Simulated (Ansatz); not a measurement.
`[F][GeH2][GeH3]` + `[F][Al]([F])[Br]` → `[F][GeH]([F])[GeH3]` + `[F][AlH][Br]` at 500 K and 1 bar (redistribution).

Calculated with Ansatz (gas phase, PBE0-D4/def2-TZVP geometries, no zero-point term in ΔE). CBS: MP2 limit from def2 TZ/QZ plus the TZ coupled-cluster correction, frozen cores. For Br, Ge outer-core shells are correlated without core-valence functions, which leaves a few kJ/mol of doubt a bond. Scalar relativity is left out up to krypton.

```csv
species,CCSD(T)/CBS energy (Eh),H − E (kJ/mol),S (J/(mol·K))
`[F][GeH2][GeH3]`,-4255.04883,149.1,394.8
`[F][Al]([F])[Br]`,-3015.14527,46.5,347.3
`[F][GeH]([F])[GeH3]`,-4354.28742,139.8,422.6
`[F][AlH][Br]`,-2915.86674,53.8,327.2
```

H − E and S are ideal-gas, rigid-rotor, harmonic terms from PBE0-D4/def2-TZVP. 1 Eh = 2625.50 kJ/mol, R = 8.31446 J/(mol·K).

Task: By hand: ΔE, ΔH, ΔS and ΔG.

Result: ΔE = (-4354.28742) + (-2915.86674) − (-4255.04883) − (-3015.14527) = 0.03994 Eh = 104.9 kJ/mol. Δ(H − E) = 139.8 + 53.8 − 149.1 − 46.5 = -2.0, so ΔH = 102.9 kJ/mol. ΔS = 422.6 + 327.2 − 394.8 − 347.3 = 7.7 J/(mol·K). ΔG = 102.9 − 500 × (7.7)/1000 = 99.1 kJ/mol.

Task: By hand: the equilibrium constant, and the temperature at which ΔG would vanish if ΔH and ΔS stayed fixed.

Result: log₁₀ K = −ΔG/(RT ln 10) = -10.4. ΔG = 0 at ΔH/ΔS = 13364 K, far beyond where these terms or the molecules hold.

The number of gas molecules stays the same, so ΔS is small and ΔH decides. A doubt of 5 kJ/mol in ΔE shifts log₁₀ K by 0.5 here. These are equilibria of isolated gas molecules and say nothing of rates. Largest T1 diagnostic: 0.012 (customary marks: 0.02 for closed shells, 0.045 for open ones).
